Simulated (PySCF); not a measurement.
BFO, SMILES O=BF (connectivity only; charge and spin as stated), charge -1, multiplicity 2.

The structure is a stationary point at PBE-D3(BJ)/def2-TZVPD. The multiplicity is an assumed one; other spin states were not compared.

The numbers are results of PBE-D3(BJ)/def2-TZVPD run with PySCF 2.14.0, not measurements.

Frequencies are harmonic and unscaled.

Computed normal modes with their intensities:
```json
[
 {"mode": "1", "ν (cm⁻¹)": "446", "IR (km/mol)": "12.3", "moving atoms (share of kinetic energy)": "B 47 %, O 30 %, F 23 %"},
 {"mode": "2", "ν (cm⁻¹)": "814", "IR (km/mol)": "65.8", "moving atoms (share of kinetic energy)": "F 45 %, B 37 %, O 18 %"},
 {"mode": "3", "ν (cm⁻¹)": "1622", "IR (km/mol)": "325.8", "moving atoms (share of kinetic energy)": "B 65 %, O 34 %"}
]
```
